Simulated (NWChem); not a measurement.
System: InHF$_{2}$; SMILES [InH]([F])[F]

Here is an NWChem input.

```
start job
memory heap 200 mb stack 900 mb global 1100 mb
geometry units angstroms
  In     0.000000     0.000000    -0.286083
  H      0.000000     0.000000    -1.979132
  F     -1.576547     0.000000     0.859879
  F      1.576547     0.000000     0.859879
end
basis spherical
  In library def2-svp
  H library def2-svp
  F library def2-svp
end
ecp
  In library def2-ecp
end
dft
  xc xpbe96 cpbe96
  iterations 150
end
driver
  maxiter 120
end
task dft optimize
dft
  grid fine
  convergence energy 1d-8 density 1d-7
end
task dft freq numerical
```

NWChem printed, in part:

```
             Northwest Computational Chemistry Package (NWChem) 7.3.0
             --------------------------------------------------------

 C2V symmetry detected

                             Geometry "geometry" -> ""
                             -------------------------

 Output coordinates in angstroms (scale by  1.889725989 to convert to a.u.)

  No.       Tag          Charge          X              Y              Z
 ---- ---------------- ---------- -------------- -------------- --------------
    1 In                  49.0000     0.00000000     0.00000000    -0.27844510
    2 H                    1.0000     0.00000000     0.00000000    -1.97149410
    3 F                    9.0000    -1.57654700     0.00000000     0.86751690
    4 F                    9.0000     1.57654700     0.00000000     0.86751690

 Effective nuclear repulsion energy (a.u.)     271.3123336800

      Symmetry information
      --------------------

 Group name             C2v
 Group number             16
 Group order               4
 No. of unique centers     3

                                Z-matrix (autoz)
                                --------

 Units are Angstrom for bonds and degrees for angles

      Type          Name      I     J     K     L     M      Value
      ----------- --------  ----- ----- ----- ----- ----- ----------
    1 Stretch                  1     2                       1.69305
    2 Stretch                  1     3                       1.94903
    3 Stretch                  1     4                       1.94903
    4 Bend                     2     1     3               126.01269
    5 Bend                     2     1     4               126.01269
    6 Bend                     3     1     4               107.97462
    7 Torsion                  2     1     3     4         180.00000
    8 Torsion                  2     1     4     3         180.00000
    9 Torsion                  3     1     2     4         180.00000
   10 Torsion                  2     4     1     3         180.00000
   11 Torsion                  3     2     1     4         180.00000
   12 Torsion                  2     3     1     4         180.00000

                           NWChem Geometry Optimization
                           ----------------------------

 maximum gradient threshold         (gmax) =   0.000450
 rms gradient threshold             (grms) =   0.000300
 maximum cartesian step threshold   (xmax) =   0.001800
 rms cartesian step threshold       (xrms) =   0.001200
 fixed trust radius                (trust) =   0.300000
 source of zmatrix                         =   autoz

          -------------------
          Energy Minimization
          -------------------

 Using diagonal initial Hessian
 Scaling for Hessian diagonals: bonds = 1.00  angles = 0.25  torsions = 0.10

          --------
          Step   0

                                 NWChem DFT Module
                                 -----------------

 Summary of "ao basis" -> "ao basis" (spherical)
 ------------------------------------------------------------------------------
       Tag                 Description            Shells   Functions and Types
 ---------------- ------------------------------  ------  ---------------------
 In                         def2-svp                10       26   4s4p2d
 H                          def2-svp                 3        5   2s1p
 F                          def2-svp                 6       14   3s2p1d

      Symmetry analysis of basis
      --------------------------

        a1         25
        a2          6
        b1         17
        b2         11

            General Information
            -------------------
          SCF calculation type: DFT
          Wavefunction type:  closed shell.
          No. of atoms     :     4
          No. of electrons :    40
           Alpha electrons :    20
            Beta electrons :    20
          Charge           :     0
          Spin multiplicity:     1
          Use of symmetry is: on ; symmetry adaption is: on
          Maximum number of iterations: 150
          AO basis - number of functions:    59
                     number of shells:    25
          Convergence on energy requested:  1.00D-06
          Convergence on density requested:  1.00D-05
          Convergence on gradient requested:  5.00D-04

              XC Information
              --------------
          PerdewBurkeErnzerhof Exchange Functional  1.000
            Perdew 1991 LDA Correlation Functional  1.000 local
           PerdewBurkeErnz. Correlation Functional  1.000 non-local

[...]

      ----------------------
      Optimization converged
      ----------------------

  Step       Energy      Delta E   Gmax     Grms     Xrms     Xmax
  ---- ---------------- -------- -------- -------- -------- --------
@    4    -390.10333197 -5.9D-08  0.00003  0.00002  0.00019  0.00042
                                     ok       ok       ok       ok

                                Z-matrix (autoz)
                                --------

 Units are Angstrom for bonds and degrees for angles

      Type          Name      I     J     K     L     M      Value     Gradient
      ----------- --------  ----- ----- ----- ----- ----- ---------- ----------
    1 Stretch                  1     2                       1.70808   -0.00001
    2 Stretch                  1     3                       1.97056    0.00003
    3 Stretch                  1     4                       1.97056    0.00003
    4 Bend                     2     1     3               126.17351    0.00001
    5 Bend                     2     1     4               126.17351    0.00001
    6 Bend                     3     1     4               107.65298   -0.00002
    7 Torsion                  2     1     3     4         180.00000    0.00000
    8 Torsion                  2     1     4     3         180.00000    0.00000
    9 Torsion                  3     1     2     4         180.00000    0.00000
   10 Torsion                  2     4     1     3         180.00000    0.00000
   11 Torsion                  3     2     1     4         180.00000    0.00000
   12 Torsion                  2     3     1     4         180.00000    0.00000

                         Geometry "geometry" -> "geometry"
                         ---------------------------------

 Output coordinates in angstroms (scale by  1.889725989 to convert to a.u.)

  No.       Tag          Charge          X              Y              Z
 ---- ---------------- ---------- -------------- -------------- --------------
    1 In                  49.0000     0.00000000     0.00000000    -0.28325170
    2 H                    1.0000     0.00000000     0.00000000    -1.99132877
    3 F                    9.0000    -1.59070251     0.00000000     0.87983753
    4 F                    9.0000     1.59070251     0.00000000     0.87983753

 Effective nuclear repulsion energy (a.u.)     268.4091680749

      Symmetry information
      --------------------

 Group name             C2v
 Group number             16
 Group order               4
 No. of unique centers     3

                Final and change from initial internal coordinates
                --------------------------------------------------

                                Z-matrix (autoz)
                                --------

 Units are Angstrom for bonds and degrees for angles

[...]

 Rotational Constants
 --------------------
 A=   0.395527 cm-1  (  0.569063 K)
 B=   0.175338 cm-1  (  0.252266 K)
 C=   0.121484 cm-1  (  0.174784 K)

 Temperature                      =   298.15K
 frequency scaling parameter      =   1.0000

 Zero-Point correction to Energy  =    5.580 kcal/mol  (  0.008892 au)
 Thermal correction to Energy     =    8.384 kcal/mol  (  0.013360 au)
 Thermal correction to Enthalpy   =    8.976 kcal/mol  (  0.014304 au)

 Total Entropy                    =   70.108 cal/mol-K
   - Translational                =   40.985 cal/mol-K (mol. weight = 153.9087)
   - Rotational                   =   23.375 cal/mol-K (symmetry #  =        2)
   - Vibrational                  =    5.748 cal/mol-K

 Cv (constant volume heat capacity) =   12.994 cal/mol-K
   - Translational                  =    2.979 cal/mol-K
   - Rotational                     =    2.979 cal/mol-K
   - Vibrational                    =    7.035 cal/mol-K

[normal modes left out]

 ----------------------------------------------------------------------------
 Normal Eigenvalue ||           Projected Infra Red Intensities
  Mode   [cm**-1]  || [atomic units] [(debye/angs)**2] [(KM/mol)] [arbitrary]
 ------ ---------- || -------------- ----------------- ---------- -----------
    1       -0.000 ||    0.003151           0.073         3.072       1.336
    2       -0.000 ||    0.000001           0.000         0.001       0.000
    3       -0.000 ||    0.000004           0.000         0.004       0.002
    4       -0.000 ||    0.003703           0.085         3.610       1.570
    5       -0.000 ||    0.004145           0.096         4.040       1.757
    6        0.000 ||    0.002434           0.056         2.373       1.032
    7      142.660 ||    0.022882           0.528        22.307       9.701
    8      380.019 ||    0.045216           1.043        44.079      19.169
    9      384.611 ||    0.081403           1.878        79.355      34.510
   10      589.791 ||    0.029752           0.686        29.004      12.613
   11      598.920 ||    0.042750           0.986        41.675      18.124
   12     1809.017 ||    0.047615           1.099        46.418      20.186
 ----------------------------------------------------------------------------
```

Level: PBE/def2-SVP with def2 effective core potentials on In. def2 effective core potentials on In; no spin-orbit coupling.
